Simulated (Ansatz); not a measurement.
In₇As₇⁺. Total charge 1; doublet. Geometry PBE-D4/def2-SVP; atoms count from 1.

```xyz
14

In   -1.9537   -0.6586    0.4431
In    1.8433    1.2835   -1.3472
In    0.2047   -0.9441    2.7313
In    1.2977   -1.9038   -0.3043
In   -1.6598   -3.2821   -1.8898
In    0.2588    2.0624    1.3749
In   -1.8897    2.6109   -1.5861
As    3.4915   -0.4163    0.0137
As   -0.6037   -3.0018    1.1608
As   -2.3264   -0.1943   -2.1373
As    2.3889    0.4770    2.0280
As    0.6292    3.5637   -0.7422
As   -1.7645    0.9517    2.6363
As    0.0836   -0.5482   -2.3812
```

In the def2 sets In takes a core potential; there is no spin–orbit coupling. Single mean-field runs in def2-TZVP are fitted with def2-universal-jkfit.

Problem. Estimate the Mulliken populations from the PBE0/def2-TZVP orbitals of Ansatz.

Solution. 
```json
{"atom": "In1", "charge (e)": "0.42", "spin (α − β)": "-0.03"}
{"atom": "In2", "charge (e)": "0.45", "spin (α − β)": "-0.02"}
{"atom": "In3", "charge (e)": "0.42", "spin (α − β)": "0.00"}
{"atom": "In4", "charge (e)": "0.40", "spin (α − β)": "0.01"}
{"atom": "In5", "charge (e)": "0.49", "spin (α − β)": "0.05"}
{"atom": "In6", "charge (e)": "0.36", "spin (α − β)": "-0.01"}
{"atom": "In7", "charge (e)": "0.51", "spin (α − β)": "0.31"}
{"atom": "As8", "charge (e)": "-0.14", "spin (α − β)": "0.06"}
{"atom": "As9", "charge (e)": "-0.41", "spin (α − β)": "0.02"}
{"atom": "As10", "charge (e)": "-0.34", "spin (α − β)": "0.19"}
{"atom": "As11", "charge (e)": "-0.21", "spin (α − β)": "0.00"}
{"atom": "As12", "charge (e)": "-0.33", "spin (α − β)": "0.32"}
{"atom": "As13", "charge (e)": "-0.28", "spin (α − β)": "0.03"}
{"atom": "As14", "charge (e)": "-0.32", "spin (α − β)": "0.08"}
```
Mulliken values depend strongly on the basis.

Problem. Where does the spin sit?

Solution. Summed by element: In 0.31, As 0.69, of 1 unpaired in all. Largest on single atoms: As12 0.32, In7 0.31, As10 0.19.

Problem. And the Mayer bond orders between heavy atoms (over 0.3)?

Solution. In1–As9 0.68 (2.80 Å); In1–As10 0.81 (2.65 Å); In1–As13 0.78 (2.73 Å); In2–As8 0.76 (2.73 Å); In2–As12 0.84 (2.65 Å); In2–As14 0.69 (2.74 Å); In3–As9 0.77 (2.71 Å); In3–As11 0.80 (2.70 Å); In3–As13 0.80 (2.74 Å); In4–As8 0.81 (2.67 Å); In4–As9 0.84 (2.64 Å); In4–As14 0.67 (2.76 Å); In6–As11 0.74 (2.73 Å); In6–As12 0.92 (2.62 Å); In6–As13 0.92 (2.63 Å); In7–As10 0.54 (2.89 Å); In7–As12 0.68 (2.82 Å); As8–As11 0.99 (2.46 Å); As10–As14 1.01 (2.45 Å).
